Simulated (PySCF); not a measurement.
B(CCH)2(F), SMILES C#CB(F)C#C (C4H2BF) (PBE0/def2-SVP optimised geometry):

```
8

B     -0.924    -1.057     0.000
C     -1.726     0.243     0.000
C     -2.346     1.291    -0.002
H     -2.896     2.216    -0.004
C      0.604    -1.057     0.000
C      1.821    -1.038    -0.003
H      2.896    -1.025    -0.006
F     -1.569    -2.216     0.001
```

Calculation: PBE0/def2-TZVP (PySCF).

Question: What are the frontier orbital energies and the dipole moment?

Answer: HOMO-2 -8.89 eV, HOMO-1 -8.57 eV, HOMO -8.36 eV, LUMO -2.32 eV, LUMO+1 -0.33 eV; dipole moment 1.88 D.

On the same geometry PBE/def2-TZVP in PySCF gives HOMO-2 -7.60 eV, HOMO-1 -7.40 eV, HOMO -7.13 eV, LUMO -3.19 eV, LUMO+1 -1.30 eV; dipole moment 1.77 D.

Meta-Löwdin charges at PBE0/def2-TZVP: B1 0.40, C2 -0.13, C3 -0.12, H4 0.18, C5 -0.13, C6 -0.12, H7 0.18, F8 -0.27.
